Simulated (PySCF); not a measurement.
Zn(H)(OH) (H2OZn), SMILES [OH][ZnH]. Heavy atoms are numbered as in [ZnH:1][OH:3]. Hydrogens are named by the atom that carries them.

Geometry optimised at PBE0-D3(BJ)/def2-TZVP.

All values below come from PBE/def2-TZVPD (PySCF).

Mulliken values depend strongly on the basis, most of all with diffuse functions as here. Atomic charges (e), one atom of each kind:

```tsv
atom	Mulliken	IAO
Zn1 (ZnH)	0.02	___
H on Zn1	0.15	___
O3 (OH)	-0.45	___
H on O3	0.28	___
```

Complete the blanks. (Estimate from the structure and the level; the computed values follow.)


- Zn1 (ZnH), IAO: 1.15
- H on Zn1, IAO: -0.40
- O3 (OH), IAO: -1.11
- H on O3, IAO: 0.36
